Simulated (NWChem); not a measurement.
CH$_{3}$AlBrF; SMILES [CH3][Al]([F])[Br]

All runs: NWChem. Geometry: optimised at PBE0/def2-SVP. Level: PBE0/def2-SVPD; rows give the wavelength of the field.

```json
[
 {"field": "static", "isotropic polarisability (bohr³)": "?", "anisotropy (bohr³)": "?"},
 {"field": "1065 nm", "isotropic polarisability (bohr³)": "58.3", "anisotropy (bohr³)": "20.5"},
 {"field": "589 nm", "isotropic polarisability (bohr³)": "59.7", "anisotropy (bohr³)": "21.6"},
 {"field": "400 nm", "isotropic polarisability (bohr³)": "62.4", "anisotropy (bohr³)": "23.7"}
]
```

### Question
Some entries are withheld; supply them.

### Answer

- static, isotropic polarisability (bohr³): 57.7
- static, anisotropy (bohr³): 20.1
